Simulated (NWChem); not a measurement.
System: HSe anion

Here is an NWChem input.

```
start job
memory heap 200 mb stack 900 mb global 1100 mb
charge -1
geometry units angstroms noautoz
  Se     0.000000     0.000000    -0.093294
  H      0.000000     0.000000     1.389878
end
basis spherical
  * library def2-svpd
end
dft
  xc mpw1k
  iterations 150
  mulliken
end
task dft energy
```

Structure relaxed at the B3LYP/def2-SVPD level.

Q: Give the results of this calculation. (MPW1K/def2-SVPD.) Quantities: energy (Ha); highest occupied level (eV); orbital gap (eV).

A: 
```
Item                           Result
---------------------------  --------
energy (Ha)                  -2402.07
highest occupied level (eV)     -0.88
orbital gap (eV)                 6.29
```
